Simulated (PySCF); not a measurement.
PySCF input file for F₃Fe, SMILES [F][Fe+]([F])[F] (connectivity only; charge and spin as stated), charge +1, multiplicity 5, C-PCM-ωB97X/def2-SVP. Coordinates come from a PBE0-D3(BJ)/def2-SVP optimisation. The multiplicity is an assumed one; other spin states were not compared.

```python
import numpy as np
from pyscf import gto, scf, dft
from pyscf.solvent import pcm

mol = gto.M(
    atom='''
    Fe   -0.00000000    0.00000000    0.13673352
    F     0.00000000    0.00000000   -1.50990568
    F     0.00000000   -1.60520251    0.55744888
    F     0.00000000    1.60520251    0.55744888
    ''',
    basis='def2-SVP',
    charge=1,
    spin=4,
    max_memory=1600,
    verbose=3,
)
mf = dft.UKS(mol, xc='wb97x').density_fit(auxbasis='def2-universal-jkfit')
mf.grids.level = 3
mf.conv_tol = 1e-9
mf.max_cycle = 100
mf.kernel()
fine, coarse = mf.grids, dft.Grids(mol).set(level=1).build(with_non0tab=True)
for _ in range(3):  # follow internal instabilities
    mf.grids = coarse
    mo, _, stable, _ = mf.stability(return_status=True, nroots=4)
    mf.grids = fine
    if stable:
        break
    mf.kernel(mf.make_rdm1(mo, mf.mo_occ))
res = {}
for name, eps in {'water': 78.355, 'acetone': 20.493, 'dichloromethane': 8.93}.items():
    s = mf.PCM()
    s.with_solvent.method, s.with_solvent.eps, s.with_solvent.lebedev_order = 'C-PCM', eps, 29
    s.kernel(mf.make_rdm1())
    res[name] = (s.e_tot, eps, s.dip_moment(), s.mo_energy, s.converged)
    print(f'{name}: electrostatic solvation free energy {(s.e_tot - mf.e_tot) * 627.509474:.3f} kcal/mol')
```

Log of the run:

```

WARN: HOMO 0.339661878754754 >= LUMO 0.0672559276027576


WARN: HOMO -0.902577332381459 >= LUMO -0.940964208052041


WARN: HOMO -0.980029899769238 >= LUMO -1.09887374275185


WARN: HOMO -0.825481244380422 >= LUMO -0.835994338583091

converged SCF energy = -1562.21730813016  <S^2> = 6.1004996  2S+1 = 5.0400395
<class 'pyscf.df.df_jk.DFUKS'> wavefunction has an internal instability

WARN: HOMO -0.120513847708874 >= LUMO -0.131534866469039

converged SCF energy = -1562.3429398547  <S^2> = 6.1149885  2S+1 = 5.0457857
<class 'pyscf.df.df_jk.DFUKS'> wavefunction has an internal instability
converged SCF energy = -1562.38938251548  <S^2> = 6.0427749  2S+1 = 5.0170808
<class 'pyscf.df.df_jk.DFUKS'> wavefunction is stable in the internal stability analysis

WARN: PCM is an experimental feature. It is still in testing.
Features and APIs may be changed in the future.

converged SCF energy = -1562.50047104155  <S^2> = 6.0427816  2S+1 = 5.0170834

WARN: System has nonzero charge 1; the dipole moment is origin-dependent.
Location of origin: [0. 0. 0.]

Dipole moment(X, Y, Z, Debye): -0.00000, -0.00007,  1.44332
water: electrostatic solvation free energy -69.709 kcal/mol

WARN: PCM is an experimental feature. It is still in testing.
Features and APIs may be changed in the future.

converged SCF energy = -1562.4963829318  <S^2> = 6.0427801  2S+1 = 5.0170829

WARN: System has nonzero charge 1; the dipole moment is origin-dependent.
Location of origin: [0. 0. 0.]

Dipole moment(X, Y, Z, Debye): -0.00000, -0.00007,  1.43546
acetone: electrostatic solvation free energy -67.144 kcal/mol

WARN: PCM is an experimental feature. It is still in testing.
Features and APIs may be changed in the future.

converged SCF energy = -1562.48922108196  <S^2> = 6.0427779  2S+1 = 5.017082

WARN: System has nonzero charge 1; the dipole moment is origin-dependent.
Location of origin: [0. 0. 0.]

Dipole moment(X, Y, Z, Debye): -0.00000, -0.00007,  1.42191
dichloromethane: electrostatic solvation free energy -62.650 kcal/mol
```

Self-consistency was reached.

Cost: about 60 core-seconds (a rough figure).
